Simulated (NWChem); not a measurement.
System: CH$_{5}$FS$_{2}$Si; SMILES C[Si](S)(F)S

Output (shortened):

```
             Northwest Computational Chemistry Package (NWChem) 7.3.0
             --------------------------------------------------------

 C1  symmetry detected

                             Geometry "geometry" -> ""
                             -------------------------

 Output coordinates in angstroms (scale by  1.889725989 to convert to a.u.)

  No.       Tag          Charge          X              Y              Z
 ---- ---------------- ---------- -------------- -------------- --------------
    1 C                    6.0000     1.77877696     0.11907895    -1.16926967
    2 Si                  14.0000     0.34583917    -0.00158354     0.04786996
    3 F                    9.0000     0.91935719    -0.07540073     1.55083925
    4 S                   16.0000    -0.86557650     1.77236390    -0.08864072
    5 S                   16.0000    -0.82046331    -1.80359365    -0.10642394
    6 H                    1.0000     2.38938696    -0.77872829    -1.13761299
    7 H                    1.0000     1.42820433     0.25104922    -2.18844897
    8 H                    1.0000     2.41269748     0.96649789    -0.92541102
    9 H                    1.0000    -1.59658234     1.51397752     0.98614217
   10 H                    1.0000    -1.44569429    -1.46681788    -1.22574932

 Effective nuclear repulsion energy (a.u.)     369.0315057910

                                Z-matrix (autoz)
                                --------

 Units are Angstrom for bonds and degrees for angles

      Type          Name      I     J     K     L     M      Value
      ----------- --------  ----- ----- ----- ----- ----- ----------
    1 Stretch                  1     2                       1.88396
    2 Stretch                  1     6                       1.08623
    3 Stretch                  1     7                       1.08584
    4 Stretch                  1     8                       1.08602
    5 Stretch                  2     3                       1.61037
    6 Stretch                  2     4                       2.15245
    7 Stretch                  2     5                       2.15205
    8 Stretch                  4     9                       1.32525
    9 Stretch                  5    10                       1.32560
   10 Bend                     1     2     3               109.57392
   11 Bend                     1     2     4               109.53075
   12 Bend                     1     2     5               114.80410
   13 Bend                     2     1     6               110.84211
   14 Bend                     2     1     7               111.63001
   15 Bend                     2     1     8               110.41869
   16 Bend                     2     4     9                95.64258
   17 Bend                     2     5    10                95.93630
   18 Bend                     3     2     4               107.30198
   19 Bend                     3     2     5               102.79964
   20 Bend                     4     2     5               112.36715
   21 Bend                     6     1     7               108.01703
   22 Bend                     6     1     8               108.07570
   23 Bend                     7     1     8               107.72081
   24 Torsion                  1     2     4     9        -169.81428
   25 Torsion                  1     2     5    10         -74.16030
   26 Torsion                  3     2     1     6          64.11036
   27 Torsion                  3     2     1     7        -175.42618
   28 Torsion                  3     2     1     8         -55.62409
   29 Torsion                  3     2     4     9         -50.94449
   30 Torsion                  3     2     5    10         166.92739
   31 Torsion                  4     2     1     6        -178.43483
   32 Torsion                  4     2     1     7         -57.97137
   33 Torsion                  4     2     1     8          61.83072
   34 Torsion                  4     2     5    10          51.88511
   35 Torsion                  5     2     1     6         -50.93617
   36 Torsion                  5     2     1     7          69.52728
   37 Torsion                  5     2     1     8        -170.67062
   38 Torsion                  5     2     4     9          61.33369

  pbe96 is a nonlocal functional; adding pw91lda local functional.

                           NWChem Geometry Optimization
                           ----------------------------

 maximum gradient threshold         (gmax) =   0.000450
 rms gradient threshold             (grms) =   0.000300
 maximum cartesian step threshold   (xmax) =   0.001800
 rms cartesian step threshold       (xrms) =   0.001200
 fixed trust radius                (trust) =   0.300000
 source of zmatrix                         =   autoz

          -------------------
          Energy Minimization
          -------------------

 Using diagonal initial Hessian
 Scaling for Hessian diagonals: bonds = 1.00  angles = 0.25  torsions = 0.10

          --------
          Step   0

                                 NWChem DFT Module
                                 -----------------

 Summary of "ao basis" -> "ao basis" (spherical)
 ------------------------------------------------------------------------------
       Tag                 Description            Shells   Functions and Types
 ---------------- ------------------------------  ------  ---------------------
 C                          def2-svp                 6       14   3s2p1d
 Si                         def2-svp                 8       18   4s3p1d
 F                          def2-svp                 6       14   3s2p1d
 S                          def2-svp                 8       18   4s3p1d
 H                          def2-svp                 3        5   2s1p

            General Information
            -------------------
          SCF calculation type: DFT
          Wavefunction type:  closed shell.
          No. of atoms     :    10
          No. of electrons :    66
           Alpha electrons :    33
            Beta electrons :    33
          Charge           :     0
          Spin multiplicity:     1
          Use of symmetry is: off; symmetry adaption is: off
          Maximum number of iterations: 150
          AO basis - number of functions:   107
                     number of shells:    51
          Convergence on energy requested:  1.00D-06
          Convergence on density requested:  1.00D-05
          Convergence on gradient requested:  5.00D-04

              XC Information
              --------------
          PerdewBurkeErnzerhof Exchange Functional  1.000
            Perdew 1991 LDA Correlation Functional  1.000 local
           PerdewBurkeErnz. Correlation Functional  1.000 non-local

             Grid Information
             ----------------
          Grid used for XC integration:  medium
          Radial quadrature: Mura-Knowles
          Angular quadrature: Lebedev.
          Tag              B.-S. Rad. Rad. Pts. Rad. Cut. Ang. Pts.
          ---              ---------- --------- --------- ---------
          C                   0.70       49          11.0       434
          Si                  1.10       88           8.0       590
          F                   0.50       49          10.0       434
          S                   1.00       88          11.0       590
          H                   0.35       45          12.0       434
          Grid pruning is: on
          Number of quadrature shells:   587
          Spatial weights used:  Erf1

           DFT-D3BJ Model
          s6 scale factor  :        1.000000000000
          s8 scale factor  :        0.787500000000
          a1 parameter     :        0.428900000000
          a2 parameter     :        4.440700000000
              vdW contrib  :       -0.010165658136

      Superposition of Atomic Density Guess
      -------------------------------------

 Sum of atomic energies:       -1222.84689817

      Non-variational initial energy
      ------------------------------

 Total energy =   -1224.609839
 1-e energy   =   -2426.659242
 2-e energy   =     833.017897
 HOMO         =      -0.308281
 LUMO         =       0.080972

[...]

      ----------------------
      Optimization converged
      ----------------------

  Step       Energy      Delta E   Gmax     Grms     Xrms     Xmax
  ---- ---------------- -------- -------- -------- -------- --------
@   18   -1225.88438921 -2.4D-08  0.00005  0.00001  0.00055  0.00174
                                     ok       ok       ok       ok

                                Z-matrix (autoz)
                                --------

 Units are Angstrom for bonds and degrees for angles

      Type          Name      I     J     K     L     M      Value     Gradient
      ----------- --------  ----- ----- ----- ----- ----- ---------- ----------
    1 Stretch                  1     2                       1.86554   -0.00001
    2 Stretch                  1     6                       1.10821    0.00001
    3 Stretch                  1     7                       1.10807    0.00003
    4 Stretch                  1     8                       1.10907    0.00002
    5 Stretch                  2     3                       1.64124   -0.00005
    6 Stretch                  2     4                       2.14887   -0.00001
    7 Stretch                  2     5                       2.15609    0.00001
    8 Stretch                  4     9                       1.36278    0.00002
    9 Stretch                  5    10                       1.36277    0.00001
   10 Bend                     1     2     3               108.53349    0.00000
   11 Bend                     1     2     4               107.32794    0.00000
   12 Bend                     1     2     5               115.09299    0.00000
   13 Bend                     2     1     6               109.72969   -0.00001
   14 Bend                     2     1     7               110.91084    0.00000
   15 Bend                     2     1     8               110.54606    0.00000
   16 Bend                     2     4     9                93.46821   -0.00000
   17 Bend                     2     5    10                92.60998    0.00000
   18 Bend                     3     2     4               111.31739   -0.00000
   19 Bend                     3     2     5               102.72517    0.00000
   20 Bend                     4     2     5               111.80985   -0.00000
   21 Bend                     6     1     7               108.42112    0.00000
   22 Bend                     6     1     8               108.63658    0.00000
   23 Bend                     7     1     8               108.53413   -0.00000
   24 Torsion                  1     2     4     9         171.51800   -0.00000
   25 Torsion                  1     2     5    10         -73.31079    0.00000
   26 Torsion                  3     2     1     6          55.58229    0.00000
   27 Torsion                  3     2     1     7         175.34464    0.00000
   28 Torsion                  3     2     1     8         -64.21768    0.00000
   29 Torsion                  3     2     4     9         -69.85026    0.00000
   30 Torsion                  3     2     5    10         168.94201   -0.00000
   31 Torsion                  4     2     1     6         175.99626    0.00000
   32 Torsion                  4     2     1     7         -64.24140    0.00000
   33 Torsion                  4     2     1     8          56.19628    0.00000
   34 Torsion                  4     2     5    10          49.48384    0.00000
   35 Torsion                  5     2     1     6         -58.84420   -0.00000
   36 Torsion                  5     2     1     7          60.91814   -0.00000
   37 Torsion                  5     2     1     8        -178.64417   -0.00000
   38 Torsion                  5     2     4     9          44.40750   -0.00000

                         Geometry "geometry" -> "geometry"
                         ---------------------------------

 Output coordinates in angstroms (scale by  1.889725989 to convert to a.u.)

[...]

 Rotational Constants
 --------------------
 A=   0.086212 cm-1  (  0.124037 K)
 B=   0.059906 cm-1  (  0.086190 K)
 C=   0.050705 cm-1  (  0.072951 K)

 Temperature                      =   298.15K
 frequency scaling parameter      =   1.0000

 Zero-Point correction to Energy  =   36.333 kcal/mol  (  0.057900 au)
 Thermal correction to Energy     =   41.677 kcal/mol  (  0.066416 au)
 Thermal correction to Enthalpy   =   42.269 kcal/mol  (  0.067360 au)

 Total Entropy                    =   89.875 cal/mol-K
   - Translational                =   40.435 cal/mol-K (mol. weight = 127.9586)
   - Rotational                   =   28.200 cal/mol-K (symmetry #  =        1)
   - Vibrational                  =   21.240 cal/mol-K

 Cv (constant volume heat capacity) =   28.063 cal/mol-K
   - Translational                  =    2.979 cal/mol-K
   - Rotational                     =    2.979 cal/mol-K
   - Vibrational                    =   22.104 cal/mol-K

[normal modes left out]

 ----------------------------------------------------------------------------
 Normal Eigenvalue ||           Projected Infra Red Intensities
  Mode   [cm**-1]  || [atomic units] [(debye/angs)**2] [(KM/mol)] [arbitrary]
 ------ ---------- || -------------- ----------------- ---------- -----------
    1       -0.000 ||    0.000008           0.000         0.007       0.004
    2        0.000 ||    0.000336           0.008         0.327       0.172
    3        0.000 ||    0.000031           0.001         0.030       0.016
    4        0.000 ||    0.000013           0.000         0.013       0.007
    5        0.000 ||    0.000372           0.009         0.363       0.190
    6        0.000 ||    0.000453           0.010         0.442       0.232
    7      121.096 ||    0.002401           0.055         2.341       1.228
    8      137.588 ||    0.000320           0.007         0.312       0.164
    9      158.469 ||    0.001237           0.029         1.206       0.632
   10      166.735 ||    0.024689           0.570        24.068      12.624
   11      204.983 ||    0.000578           0.013         0.563       0.295
   12      235.446 ||    0.012703           0.293        12.384       6.495
   13      245.563 ||    0.018413           0.425        17.950       9.415
   14      272.542 ||    0.012591           0.290        12.275       6.438
   15      434.587 ||    0.021960           0.507        21.408      11.229
   16      536.737 ||    0.089543           2.066        87.291      45.784
   17      657.805 ||    0.011817           0.273        11.520       6.042
   18      702.970 ||    0.026614           0.614        25.945      13.608
   19      729.687 ||    0.048485           1.119        47.266      24.791
   20      765.498 ||    0.051427           1.186        50.134      26.295
   21      796.506 ||    0.105161           2.426       102.516      53.770
   22      890.211 ||    0.117471           2.710       114.517      60.065
   23     1220.693 ||    0.028084           0.648        27.377      14.360
   24     1374.206 ||    0.004670           0.108         4.552       2.388
   25     1375.469 ||    0.004609           0.106         4.493       2.357
   26     2619.233 ||    0.000982           0.023         0.957       0.502
   27     2619.880 ||    0.000833           0.019         0.812       0.426
   28     2982.563 ||    0.000091           0.002         0.088       0.046
   29     3086.135 ||    0.000540           0.012         0.526       0.276
   30     3092.561 ||    0.000292           0.007         0.285       0.149
 ----------------------------------------------------------------------------
```

Level: PBE-D3(BJ)/def2-SVP. 

Question: Reconstruct the input file.

Answer: Several could match; the one computed here: the input that was run:
```
start job
memory heap 200 mb stack 900 mb global 1100 mb
geometry units angstroms
  C      1.837800    -1.132222     0.250139
  Si     0.250362    -0.117753     0.236272
  F     -0.060782     0.417608     1.722834
  S      0.509968     1.607594    -1.024218
  S     -1.526844    -1.228777    -0.252065
  H      1.721171    -2.024118     0.859092
  H      2.122603    -1.443543    -0.750366
  H      2.656738    -0.548771     0.660464
  H     -0.613794     2.206925    -0.657813
  H     -1.267307    -1.340220    -1.547226
end
basis spherical
  * library def2-svp
end
dft
  xc xpbe96 cpbe96
  disp vdw 4
  iterations 150
end
driver
  maxiter 120
end
task dft optimize
task dft freq
```
